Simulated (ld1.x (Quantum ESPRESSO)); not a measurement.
**Ti (Z = 22): excitation energies, all-electron against RRKJ**

| Property | Result |
| --- | --- |
| Element | Ti |
| Generator | ld1.x (Quantum ESPRESSO) 7.5 |
| Type | norm-conserving RRKJ (Kleinman–Bylander form) |
| Functional | PBE |
| Relativity | scalar-relativistic |
| Frozen core | [Ar] |
| Valence charge | 4 |
| Reference configuration | 3d2 4s2 4p0 |
| Partial waves | 4s (bound): rc 3.05 bohr; 4p (bound, empty): rc 2.75 bohr; 3d (bound): rc 1.90 bohr |
| Local potential | the d channel |
| Core correction | none |
| rho0 | 0.005 |

Energies are relative to the spin-unpolarised reference configuration 3d2 4s2 4p0; without spin polarisation the order of configurations can differ from experiment.

Task: Give the all-electron excitation energy and the error of the potential for: 3d2 4s1 4p0; 3d2 4s0 4p0; 3d1 4s0 4p0; 3d2 4s0 4p2; 3d2 4s0 4p1; 3d3 4s1 4p0; 3d2 4s1 4p1.

Result:

```json
{"valence configuration": "3d2 4s1 4p0", "charge": "+1", "ΔE all-electron (eV)": "7.347", "error AE − PS (meV)": "+11"}
{"valence configuration": "3d2 4s0 4p0", "charge": "+2", "ΔE all-electron (eV)": "20.919", "error AE − PS (meV)": "+221"}
{"valence configuration": "3d1 4s0 4p0", "charge": "+3", "ΔE all-electron (eV)": "47.867", "error AE − PS (meV)": "+426"}
{"valence configuration": "3d2 4s0 4p2", "charge": "0", "ΔE all-electron (eV)": "6.288", "error AE − PS (meV)": "+38"}
{"valence configuration": "3d2 4s0 4p1", "charge": "+1", "ΔE all-electron (eV)": "11.123", "error AE − PS (meV)": "+59"}
{"valence configuration": "3d3 4s1 4p0", "charge": "0", "ΔE all-electron (eV)": "1.106", "error AE − PS (meV)": "-40"}
{"valence configuration": "3d2 4s1 4p1", "charge": "0", "ΔE all-electron (eV)": "3.076", "error AE − PS (meV)": "+7.2"}
```

Note: ghost states, extra bound levels that the all-electron valence spectrum of the same l lacks: s at -109.5 eV, p at -43.3 eV. A true bound ghost makes a file unfit for plane-wave use.
